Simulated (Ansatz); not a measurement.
Reaction (homolysis of the F–Si bond): `N[Si](O)(F)Cl` → F• + `N[Si](O)Cl`•

Computed with Ansatz on PBE0-D4/def2-TZVP structures; ΔE is electronic, products minus reactants. CCSD(T)/CBS adds triple-zeta CCSD(T) − MP2 to the extrapolated MP2 energy (def2 sets, frozen cores). This one scheme is used for every species, atoms too. Functionals use def2-TZVPP. No spin–orbit coupling; open shells (•) take unrestricted orbitals. Spin–orbit coupling would lower the free atoms: a little for F. One conformer a species, not always the lowest.

Q: What is ΔE at CCSD(T)/CBS? (An estimate is asked.)

A: Ansatz gave: +687.7 kJ/mol.

Q: What do these levels give: BHLYP-D4, CAM-B3LYP, LC-ωPBE, CCSD/def2-SVP, SCS-MP2/def2-TZVPP, HF/CBS(def2)? (Best estimate.)

A: The calculation gave: BHLYP-D4 644.8, CAM-B3LYP 672.0, LC-ωPBE 669.7, CCSD/def2-SVP 629.4, SCS-MP2/def2-TZVPP 686.3, HF/CBS(def2) 527.8 kJ/mol.

Largest T1 diagnostic among the species: 0.013.

In def2-TZVPP, CCSD(T) changes the Hartree–Fock value by +143.8 kJ/mol (the triples alone add +7.5 kJ/mol) and MP2 by +175.1 kJ/mol; breaking electron pairs costs correlation energy, which Hartree–Fock lacks. Leaving LDA and LC-ωPBE aside and taking each functional with its dispersion term where it has one, the values, not all of them listed here, spread over 42.5 kJ/mol, from revPBE-D4 to ωB97M-V. LDA lies +95.4 kJ/mol from PBE without D4, its usual overbinding.
